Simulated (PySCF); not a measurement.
This PySCF input asks for the NMR shieldings of `C=C[P@@H](=O)CCC`, C$_{5}$H$_{11}$OP; the geometry comes from GFN2-xTB.

```python
import basis_set_exchange as bse
import numpy as np
from pyscf import gto, dft
from pyscf.prop import nmr

atoms = """
C     2.694893   -1.756481    1.094927
C     2.181982   -0.557730    0.876186
P     0.703950   -0.414439   -0.156918
O     0.225224   -1.673726   -0.727937
C    -0.521338    0.468131    0.889180
C    -1.884360    0.457206    0.210245
C    -1.851692    1.219859   -1.105229
H     3.567828   -1.923779    1.705685
H     2.229902   -2.622062    0.648264
H     2.602763    0.345793    1.293268
H     1.105227    0.530930   -1.103618
H    -0.562441   -0.076217    1.838900
H    -0.180302    1.485506    1.086726
H    -2.631759    0.890716    0.879807
H    -2.163302   -0.580717    0.014045
H    -1.524938    2.247117   -0.951094
H    -2.837559    1.235994   -1.563905
H    -1.162837    0.730218   -1.793505
"""
names = dict.fromkeys(["C", "P", "O", "H"], "pcSseg-1")
basis = {el: gto.basis.parse(bse.get_basis(n, elements=[el], fmt="nwchem")) for el, n in names.items()}
mol = gto.M(atom=atoms, basis=basis, charge=0, verbose=0)
mf = dft.RKS(mol, xc="PBE0")
mf.grids.level = 2
mf.grids.alignment = dft.numint.BLKSIZE   # the property module wants whole blocks of grid points
mf.conv_tol = 1e-9
mf.kernel()

calc = nmr.RKS(mf)   # GIAO
C = mf.mo_coeff
Co = C[:, mf.mo_occ > 0]
resp = mf.gen_response(singlet=True, hermi=2)
def vind(x):   # induced exchange potential for any number of trial vectors
    d = np.einsum("pi,xij,qj->xpq", C, 2 * x.reshape(-1, C.shape[1], Co.shape[1]), Co, optimize=True)
    return np.einsum("xpq,pi,qj->xij", resp(d - d.transpose(0, 2, 1)), C, Co, optimize=True).ravel()
mo1, _ = nmr.rhf.solve_mo1(calc, with_cphf=vind)
sigma = calc.kernel(mo1)
for i, s in enumerate(sigma):   # ppm
    w = np.linalg.eigvalsh((s + s.T) / 2)
    print("%2d %-2s iso %8.1f  s11 %8.1f  s22 %8.1f  s33 %8.1f" % (i, mol.atom_pure_symbol(i), w.mean(), *w))
```

Question: Give the expected output.

Answer: 
```
 0 C  iso     43.8  s11    -85.5  s22     35.2  s33    181.8
 1 C  iso     45.5  s11    -69.8  s22     55.4  s33    150.8
 2 P  iso    339.1  s11    233.7  s22    263.4  s33    520.2
 3 O  iso    287.1  s11    168.7  s22    323.7  s33    369.0
 4 C  iso    150.5  s11    139.2  s22    149.2  s33    163.2
 5 C  iso    168.2  s11    160.4  s22    168.0  s33    176.1
 6 C  iso    171.0  s11    158.5  s22    170.3  s33    184.1
 7 H  iso     25.1  s11     21.8  s22     25.1  s33     28.3
 8 H  iso     24.9  s11     20.7  s22     23.7  s33     30.2
 9 H  iso     25.5  s11     23.2  s22     25.0  s33     28.3
10 H  iso     24.1  s11     20.6  s22     22.7  s33     29.2
11 H  iso     29.9  s11     25.5  s22     29.0  s33     35.2
12 H  iso     30.6  s11     26.4  s22     30.0  s33     35.4
13 H  iso     30.0  s11     24.4  s22     28.5  s33     37.1
14 H  iso     29.4  s11     25.3  s22     28.4  s33     34.5
15 H  iso     31.0  s11     27.0  s22     28.9  s33     37.1
16 H  iso     30.4  s11     25.9  s22     27.3  s33     38.0
17 H  iso     30.0  s11     24.9  s22     30.5  s33     34.6
```

These numbers come from an equivalent density-fitted implementation of the same equations, which agrees with the script to about 0.01 ppm for H and up to a few tenths of a ppm for heavy atoms, so last digits may differ.

Question: Turn these shieldings into chemical shifts. References, each an isolated molecule treated in the same way: $^{13}$C (σ = 186.93 ppm) and $^{1}$H (σ = 31.72 ppm) vs TMS; H3PO4 for $^{31}$P (σ = 318.38 ppm); H2O for $^{17}$O (σ = 336.08 ppm).

Answer: Averaging equivalent atoms: C 0: 143.1; C 1: 141.5; C 4: 36.4; C 5: 18.7; C 6: 15.9; P 2: -20.7; O 3: 48.9; H 10: 7.57; H 8: 6.86; H 7: 6.64; H 9: 6.24; H 14: 2.31; H 11: 1.84; H 13: 1.73; H 15/16/17: 1.25; H 12: 1.11 ppm. Experimental scales use liquid or dissolved standards, which lie at an offset from isolated H2O (liquid H2O: subtract about 36 ppm) and H3PO4.

Size and cost of the density-fitted run: 181 basis functions, 34 s wall time on 1 thread of an Arm Neoverse V1, shared host; peak memory 0.74 GiB.
